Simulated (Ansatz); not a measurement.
Abridged output of a molecular run in Ansatz:

```
Functional definition: HF
1575 factors; integrals over basis functions are off by at most 1.0e-3 eV
mean field evaluation 1: about -10716.5604 eV, gradient 3.8e1 eV
mean field evaluation 2: about -10716.7751 eV, gradient 3.8e1 eV
mean field evaluation 4: about -10720.1992 eV, gradient 4.0e0 eV
mean field evaluation 8: about -10720.2594 eV, gradient 2.6e-1 eV
mean field -10720.25975940 eV, -393.9622797048 hartree, gradient 2.1e-6 eV, S^2 0.000000; 0 other end points of the search recorded, 0 dependent functions left out
7 core orbitals not correlated: weight in the atoms' cores, before any rotation towards them, 1.000 or more for the frozen orbitals, at most 0.000 for the correlated occupied ones
reference -10720.25975940 eV, -393.9622797048 hartree; 18, 18 occupied and 216, 216 virtual orbitals, 1575 factors
second order -26.04840720 eV of doubles, -0.00000000 eV of singles
cycle   1  -25.95019478 eV  change    9.8e-2 eV  update   1.1e-1
cycle   2  -26.58752033 eV  change   -6.4e-1 eV  update   3.2e-2
cycle   3  -26.70531483 eV  change   -1.2e-1 eV  update   1.7e-2
cycle   4  -26.69360570 eV  change    1.2e-2 eV  update   5.0e-3
cycle   5  -26.69065278 eV  change    3.0e-3 eV  update   2.6e-3
cycle   6  -26.69183832 eV  change   -1.2e-3 eV  update   8.4e-4
cycle   7  -26.69142542 eV  change    4.1e-4 eV  update   3.4e-4
cycle   8  -26.69126010 eV  change    1.7e-4 eV  update   1.1e-4
cycle   9  -26.69129880 eV  change   -3.9e-5 eV  update   4.5e-5
cycle  10  -26.69130891 eV  change   -1.0e-5 eV  update   1.6e-5
perturbative correction -0.95327347 eV, -0.0350321538 hartree
Total energy: -10747.90434178 eV, -394.9781993692 hartree
```

Its atoms:

```xyz
11

C     1.037   -0.766   -1.002
Sb   -0.197    1.010   -1.090
C    -1.001    0.653    0.922
O    -1.681   -0.580    0.982
H     1.536   -0.850   -0.035
H     0.412   -1.642   -1.178
H     1.790   -0.722   -1.788
H     1.055    2.040   -0.525
H    -0.188    0.715    1.653
H    -1.729    1.430    1.150
H    -1.035   -1.288    0.910
```

(1) Which basis set was used?
A. def2-SVPD
B. def2-TZVPP
C. def2-SVP
D. cc-pV(D+d)Z

(2) Write the keys of the input that set method, charge and spin (a neutral closed shell needs none for the last two).

Results:

(1) B. It gives 241 functions.

(2) 
```yaml
correlation: {method: ccsd_t}
```
